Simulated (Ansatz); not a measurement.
`[SiH3][O][Mg][N]([SiH3])[SiH3]`. Total charge 0; spin multiplicity 1.

```xyz
15

Si   -0.544   -0.665   -3.808
O    -0.320   -0.384   -2.235
Mg   -0.072   -0.081   -0.495
N     0.195    0.240    1.371
Si   -1.209    0.418    2.332
Si    1.815    0.322    1.913
H    -0.592    0.608   -4.584
H     0.561   -1.496   -4.371
H    -1.824   -1.392   -4.051
H    -1.314    1.751    2.992
H    -1.339   -0.619    3.395
H    -2.387    0.274    1.414
H     2.180    1.640    2.507
H     2.687    0.112    0.710
H     2.165   -0.731    2.909
```

Q: List the harmonic frequencies (cm⁻¹, unscaled) at PBE0-D4/def2-TZVP in Ansatz. (Best estimate.)

A: Ansatz gave: 15i, 4i, 43, 45, 104, 106, 110, 124, 131, 187, 334, 579, 678, 683, 704, 724, 734, 734, 898, 934, 935, 957, 958, 959, 963, 966, 995, 1008, 1063, 1109, 2143, 2147, 2184, 2184, 2192, 2196, 2196, 2197, 2207.
